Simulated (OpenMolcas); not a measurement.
Ta3+: moving the ligands

Ta3+ with 6 ligands (fluoride) in octahedral coordination (Oh) at 2.03 Å. A charge of +0.5 e stands 2.4 Å behind each ligand. Ligand basis ANO-RCC-VDZP.

```yaml
Program: OpenMolcas
Method: SS-CASPT2, IPEA 0.25 Eh, imaginary shift 0.1 Eh (the lowest 17 gerade and 18 ungerade orbitals frozen, chosen by energy and not by shell, so the metal 5p can be frozen and 4f correlated)
Basis: ANO-RCC-VDZP [7s6p4d2f1g]
Scalar_Hamiltonian: DKH2, point nucleus
Active_space: 2 electrons in 5 orbitals (5d)
State_averaging: 2S+1 = 3 even, 10 roots; 2S+1 = 1 even, 15 roots
Spin-orbit_coupling: RASSI with atomic mean-field integrals over the reference wave functions
```

Runs around this geometry, states (labels of O, the rotations of Oh). Energies in cm-1 above the lowest state or level, χT in cm3 K/mol; under a threefold ground state the first gap can be a small split of the lowest multiplet, not the spin-orbit step; 10Dq and B are least-squares fits to the states below 45000 cm-1, weighted by degeneracy, with a free offset, and given where the rms deviation is under 5 % of |10Dq| (or 100 cm-1) and under 700 cm-1.

```csv
R (Å),Ground state,First state of that spin,10Dq,B (rms of fit),First gap with spin-orbit (degeneracies),χT at 300 K,First state of another spin
1.95,3T1,3T2 32260,33033,509 (195),"180 (2, 3)",0.174,1E 8260
2.03,3T1,3T2 27610,28569,537 (140),"220 (2, 3)",0.150,1T2 8620
2.07,3T1,3T2 25380,26590,525 (202),"240 (2, 3)",0.139,1T2 9290
```

Taking |10Dq| as R^-n, n = -ln(26590 / 33033) / ln(2.07 / 1.95) = 3.6 between the shortest and longest distance. The point-charge formula for a cubic d site gives n = 5.

Roots that are degenerate in the reference are averaged as groups; the widest CASPT2 spread within a group is 170 cm-1 (the 3-fold group of multiplicity 1 near 36600 cm-1 above the lowest state of its run, R = 2.03). Shifts and gaps below about the spread of the groups concerned are not significant. Over all roots computed the reference weight is 0.72 to 0.74 in R = 1.95, 0.73 to 0.74 in R = 2.03, 0.73 to 0.74 in R = 2.07; a low but even weight reflects the number of correlated electrons. An orbital triplet at a regular site is open to Jahn-Teller coupling, which can distort the site and quench the lowest spin-orbit gaps and is left out. Ligand-to-metal charge-transfer states are missing. With no ligand orbital active B as a rule stays too high, so bands that hang on it stand too high and its fall with covalency is understated. With one d shell and no ligand orbital active, 10Dq can be off by a tenth or more. The least metal-like active orbital is 75 % on the metal (Löwdin) and no ligand orbital is active, so the numbers are rough (holds for R = 1.95). The least metal-like active orbital is 79 % on the metal (Löwdin) and no ligand orbital is active, so the numbers are rough (holds for R = 2.03). The least metal-like active orbital is 81 % on the metal (Löwdin) and no ligand orbital is active, so the numbers are rough (holds for R = 2.07). No measured value stands beside these numbers; the geometry was imposed, not optimised, and the real ion may take another.
